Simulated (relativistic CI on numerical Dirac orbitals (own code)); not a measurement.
From line strength to rate: P+ 4588.04 Å (air)

Problem. For 3s2 3p 4p 3D_2 – 3s2 3p 4d 3F°_3 of P+ a semi-empirical relativistic CI calculation gives the line strength S = 59.56 e²a₀² in the length gauge. The measured levels are 103339.14 and 125128.87 cm⁻¹ (NIST Handbook). Find gf, f, A and the partial lifetime.

Working.
1. σ = 125128.87 − 103339.14 = 21789.73 cm⁻¹, so the vacuum wavelength is 10⁸/σ = 4589.32 Å.
2. gf = 303.756 S/λ(Å) = 3.942, log gf = 0.596; with g = 5 for the lower level, f = 0.788.
3. A = 2.02613 × 10¹⁸ S/(g_u λ³) with g_u = 7: A = 1.78 × 10^8 s⁻¹.
4. The partial lifetime for this S is 1/A = 5.61 ns; in the calculation this line carries 85 % of the decay of the upper level.

Check. The Handbook lists A = 1.70 × 10^8 s⁻¹, a tabulated value with its own uncertainty (a few per cent for the best lines, 25 % or more for others); ours lies 5 % above it. The velocity form of the same calculation gives S = 46.3, and the gap between the two forms is a rough gauge of the error in S. With the computed energy (21896 cm⁻¹) in place of the measured one the rate would change by the factor (σ_calc/σ)³ = 1.01.
